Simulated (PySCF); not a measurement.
Ligands exchanged one at a time, In SH-H. Gas-phase values, no solvent. One relaxed conformer stands for each flexible species; it need not be the lowest. Strings in code marks are SMILES.

These are PySCF 2.14.0 with CAM-B3LYP-D3(BJ)/def2-TZVP values and carry that method's errors. All candidates: neutral, multiplicity 1. Delta-SCF ions had no search for a lower state. Excitations are Tamm–Dancoff values on a coarser integration grid. The basis has no diffuse functions, so Rydberg states are missing or too high.

The S1 excitation (TDA) is 5.21 eV. The T1 excitation (TDA) comes out as 4.65 eV and the vertical ionisation energy (Delta-SCF) comes out as 9.54 eV.

Problem. Identify which member has these values.
A. `[SH][InH2]`
B. `[SH][In]([SH])[SH]`
C. `[SH][InH][SH]` (H–S–In–S torsion 180°, S–In–S–H torsion 0°)

Solution. C, `[SH][InH][SH]` (H–S–In–S torsion 180°, S–In–S–H torsion 0°). The others give `[SH][InH2]`: 5.11 eV, 4.35 eV, 9.65 eV; `[SH][In]([SH])[SH]`: 4.81 eV, 4.45 eV, 9.71 eV
